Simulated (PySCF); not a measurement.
**A small calculation by hand: chemical shift, span and skew from a shielding tensor**

penta-1,4-dien-3-amine (C5H9N), SMILES C(C(C=C)N)=C. Atoms are numbered in the order given.

```xyz
15

C      1.6021     1.2732     1.1813
C      1.1112     0.6715     0.0947
C      0.0512    -0.4089     0.1013
N      0.5579    -1.7009    -0.3866
C     -1.1346     0.0110    -0.7316
C     -2.3469     0.2991    -0.2564
H      2.3900     2.0287     1.1166
H      1.2274     1.0318     2.1819
H      1.5038     0.9358    -0.8972
H     -0.2881    -0.5532     1.1414
H      0.8215    -1.6181    -1.3709
H      1.4181    -1.9345     0.1117
H     -0.9434     0.0958    -1.8104
H     -2.5721     0.2292     0.8127
H     -3.1602     0.6152    -0.9152
```
Charge 0, spin multiplicity 1.

Geometry optimised at B3LYP-D3(BJ)/def2-SVP. The values are those of a single conformer.

GIAO shieldings from PBE0/pcSseg-1 (PySCF), non-relativistic, no solvent. The symmetric part of the tensor of N4 has the principal values 171.1, 212.9, 235.0 ppm. The same nucleus in NH3 has σ = 267.4 ppm at this level (PySCF, at its B3LYP-D3(BJ)/def2-TZVP geometry).

Q: Work out the isotropic shielding, the ¹⁵N shift against NH3, the span and the skew.

A: 
σ(iso) = (σ11 + σ22 + σ33)/3 = 206.3 ppm. δ = σ(ref) − σ(iso) = 267.4 − (206.3) = 61.1 ppm.
Span Ω = σ33 − σ11 = 63.9 ppm. Skew κ = 3(σ(iso) − σ22)/Ω = -0.31. Tumbling in solution averages the tensor to δ; in a static solid the shielding alone would spread this spin-1/2 line over Ω.
